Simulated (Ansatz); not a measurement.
Geometry optimisation, RKS PBE0/6-31G* in Ansatz 0.2.0.

Input file:

```yaml
crystal:
  periodic: [false, false, false]
  atoms:
    - { symbol: B, position_ang: [0.013048, 0.496738, -0.512222] }
    - { symbol: "N", position_ang: [0.012814, 0.074358, 2.201804] }
    - { symbol: H, position_ang: [-0.732774, -0.456485, 2.641423] }
    - { symbol: H, position_ang: [0.829427, -0.007863, 2.800603] }
    - { symbol: "N", position_ang: [1.284519, 0.128024, -0.936465] }
    - { symbol: H, position_ang: [1.499602, -0.824147, -1.192201] }
    - { symbol: H, position_ang: [2.081916, 0.739274, -0.870766] }
    - { symbol: F, position_ang: [-1.03592, -0.30631, -0.613541] }
    - { symbol: Cl, position_ang: [-0.297565, 2.250981, -0.067044] }
    - { symbol: H, position_ang: [-0.273767, 1.06773, 2.219509] }
basis:
  gaussian: { orbitals: "6-31G*" }
hamiltonian:
  xc: pbe0
relax:
  f_tol: 0.03
  max_steps: 50
output:
  orbitals: {}
```

Launched with:

```bash
$ ansatz run input.yaml --threads 2 --pin off --max-ram 3072MiB --backend cpu --events-out ev --progress --plain --runs-dir out
```

Question: Where does it end, and by what steps?

Answer: The run converged. After 23 steps the energy has fallen by 0.481 eV; H3 moved furthest, 1.05 Å. Joined: B1–N2 (2.75 → 1.67 Å).

```
step  energy less start (eV)  largest force component (eV/Å)  accepted
   0                  0.0000                           0.759       yes
   1                 -0.0290                           0.890       yes
   2                 -0.0362                           1.127       yes
   3                 -0.0655                           0.542       yes
   4                 -0.0976                           0.218       yes
   5                 -0.1544                           0.551       yes
   6                 -0.2544                           0.578       yes
   7                 -0.2968                           0.328       yes
   8                 -0.2173                           2.262        no
   9                 -0.3474                           0.686       yes
  10                 -0.3874                           1.135       yes
  11                 -0.3764                           0.994        no
  12                 -0.4331                           0.482       yes
  13                 -0.4485                           0.287       yes
  14                 -0.4568                           0.380       yes
  15                 -0.4640                           0.425       yes
  16                 -0.4602                           0.615        no
  17                 -0.4756                           0.096       yes
  18                 -0.4787                           0.076       yes
  19                 -0.4803                           0.100       yes
  20                 -0.4808                           0.050       yes
  21                 -0.4809                           0.033       yes
  22                 -0.4799                           0.201        no
  23                 -0.4810                           0.007       yes
```

```xyz
10
Properties=species:S:1:pos:R:3
B 0.049 0.478 0.100
N 0.006 0.274 1.761
H 0.028 -0.724 1.967
H 0.828 0.702 2.181
N 1.290 -0.156 -0.370
H 1.112 -0.832 -1.104
H 2.000 0.487 -0.696
F -1.118 -0.116 -0.312
Cl 0.013 2.360 -0.033
H -0.827 0.688 2.178
```

Whether the end is a true minimum wasn't checked by a vibrational analysis.

Time of the run: 58 s on 2 threads of Intel(R) Xeon(R) Platinum 8488C (Sapphire Rapids), on a shared host, peak memory 0.2 GiB.
